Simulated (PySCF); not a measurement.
**SbF: frontier orbitals**

M06-2X at R = 1.958 Å; Sb cc-pVDZ-PP with ECP28, F cc-pVDZ; scalar-relativistic core potentials (PySCF 2.14). State: ³Σ⁻ (triplet), unpaired electrons π ↑↑. Only the outer orbitals are listed, counted within each symmetry, core potentials removing the inner ones.

```
spin  orbital  occ.  ε (eV)  on Sb (%)           main shells (%)
   α       5σ     1  -33.95          7                    92 F s
   α       6σ     1  -17.34         78           77 Sb s, 20 F p
   α       3π     1  -12.83          8                    92 F p
   α       3π     1  -12.83          8                    92 F p
   α       7σ     1  -12.24         37  63 F p, 18 Sb s, 17 Sb p
   α       4π     1   -7.30         94                   93 Sb p
   α       4π     1   -7.30         94                   93 Sb p
   α       8σ     0   -0.32         92            83 Sb p, 9 F p
   α       9σ     0    6.71        100                   98 Sb s
   α       5π     0    9.11        100                   95 Sb p
   β       5σ     1  -33.66          7                    92 F s
   β       6σ     1  -15.29         52           50 Sb s, 45 F p
   β       3π     1  -12.21          6                    94 F p
   β       3π     1  -12.21          6                    94 F p
   β       7σ     1  -11.16         61  45 Sb s, 39 F p, 16 Sb p
   β       4π     0   -2.03         96                   96 Sb p
   β       4π     0   -2.03         96                   96 Sb p
   β       8σ     0   -0.02         94                   83 Sb p
```

Question: Which are the highest filled and the lowest empty level, where do they sit, and how wide is the gap?

Answer: Highest filled α 4π at -7.30 eV (in %: 93 Sb p); lowest empty β 4π at -2.03 eV (in %: 96 Sb p); the gap at M06-2X is 5.27 eV. Both belong to one degenerate shell, split only by its one-sided filling, so this is no excitation gap.

* bond order (Mayer): 0.85
* ⟨S²⟩: 2.010
* charge on Sb (Mulliken, basis-dependent): 0.48
* charge on Sb (Löwdin, basis-dependent): 0.46
* dipole moment (positive dipole means Sb(−)F(+)): -2.83 D

Spin–orbit coupling is left out. The state is the lowest determinant that a PBE0 search found; another state may lie lower at other levels.
